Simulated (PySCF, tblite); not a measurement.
Species: C8H7FO3.
Atom-mapped SMILES: `[CH3:1][O:2][C:3]1=[C:4]([F:5])[C:6](=[O:7])[CH:8]=[C:9]([CH3:10])[C:11]1=[O:12]` (hydrogens: H13, H14, H15 on C1; H16 on C8; H17, H18, H19 on C10)

Geometry (GFN2-xTB, Å), atoms numbered from 1 in this order:
```xyz
19
C8H7FO3 angstrom
C      3.0555    1.2482    0.2694
O      1.6584    1.4468    0.1734
C      0.8259    0.4080    0.0733
C      1.1017   -0.9167    0.0427
F      2.3710   -1.3870    0.1161
C      0.0790   -1.9646   -0.0704
O      0.3588   -3.1465   -0.0951
C     -1.3078   -1.4808   -0.1509
C     -1.6430   -0.1857   -0.1261
C     -3.0456    0.3095   -0.2079
C     -0.6025    0.8672   -0.0126
O     -0.8745    2.0446    0.0104
H      3.4827    2.2467    0.3390
H      3.4484    0.7410   -0.6143
H      3.3167    0.6739    1.1608
H     -2.0573   -2.2554   -0.2333
H     -3.1508    0.9707   -1.0669
H     -3.7495   -0.5125   -0.2913
H     -3.2771    0.9020    0.6762
```

Computed with PBE0/pcSseg-1 in PySCF (dipole) on a GFN2-xTB geometry, gas phase.

Take the most abundant isotopes and a rigid rotor. The values belong to one conformer with, in the numbering `[CH3:1][O:2][C:3]1=[C:4]([F:5])[C:6](=[O:7])[CH:8]=[C:9]([CH3:10])[C:11]1=[O:12]`, C1–O2–C3–C4 0°.

Problem. What are A, B and C (MHz)?

Solution. Ia = 417.45, Ib = 538.17, Ic = 949.34 u·Å²; 505379 MHz·u·Å²/I gives A = 1211, B = 939.1, C = 532.4 MHz.

Problem. Classify the top.

Solution. An asymmetric top. Ray's parameter κ = (2B − A − C)/(A − C) = 0.199; −1 is the prolate and +1 the oblate limit.

Problem. What does the inertial defect say?

Solution. Not planar: Δ = Ic − Ia − Ib = -6.28 u·Å². For a rigid frame Δ = −2 Σ m c², so Σ m c² = 3.14 u·Å² lies off the ab plane, practically all of it from hydrogen. The atom farthest from that plane is 0.89 Å away.

Problem. Predict some low-J microwave lines.

Solution. The dipole components are |μa| = 0.46 D, |μb| = 1.22 D, |μc| = 0.00 D; the mirror of this Cs structure is the ab plane, so μc vanishes by symmetry (the 0.01 D computed is a residue) and there are no c-type lines. Intensities carry the squares of the components, which stand as 0.14 : 1.00 (a : b). Some lines, for components of 0.1 D or more:

| type | branch | J(Ka,Kc) | MHz | lower level (cm⁻¹) |
| --- | --- | --- | --- | --- |
| a | Q | 3(2,1) ← 3(2,2) | 890 | 0.358 |
| a | Q | 2(1,1) ← 2(1,2) | 1220 | 0.143 |
| b | Q | 5(3,2) ← 5(2,3) | 1953 | 0.884 |
| a | Q | 3(1,2) ← 3(1,3) | 2339 | 0.266 |
| b | Q | 5(4,2) ← 5(3,3) | 3365 | 0.901 |
| b | Q | 4(1,3) ← 4(0,4) | 3532 | 0.425 |
| b | R | 3(0,3) ← 2(1,2) | 3660 | 0.143 |
| b | Q | 5(3,3) ← 5(2,4) | 3730 | 0.776 |
| b | R | 4(0,4) ← 3(1,3) | 4771 | 0.266 |
| b | R | 4(1,4) ← 3(0,3) | 4800 | 0.265 |
| a | R | 4(2,3) ← 3(2,2) | 5689 | 0.358 |
| a | R | 5(0,5) ← 4(0,4) | 5851 | 0.425 |
| b | R | 5(2,3) ← 4(3,2) | 7088 | 0.647 |
| b | R | 3(2,1) ← 2(1,2) | 7339 | 0.143 |
| a | R | 5(3,3) ← 4(3,2) | 7598 | 0.647 |
| a | R | 5(3,2) ← 4(3,1) | 8500 | 0.665 |
| b | R | 4(4,0) ← 3(3,1) | 9322 | 0.441 |
| b | R | 5(4,2) ← 4(3,1) | 10423 | 0.665 |
| b | R | 5(4,1) ← 4(3,2) | 11229 | 0.647 |
| b | R | 5(5,0) ← 4(4,1) | 11699 | 0.751 |

Problem. Estimate the classical rotational partition function at 50 K, 200 K and 298.15 K.

Solution. Point group Cs, symmetry number σ = 1; q = (√π/σ)·√((kT/h)³/(ABC)), k/h = 20836.6 MHz/K: 76600 at 50 K, 613000 at 200 K, 1120000 at 298.15 K.

Its GFN2-xTB frequencies are all real (lowest 42 cm⁻¹). No vibrational averaging or centrifugal distortion is included, and the geometry carries the error of its method. A rigid rotor knows nothing of internal rotation, which can split or shift real lines.
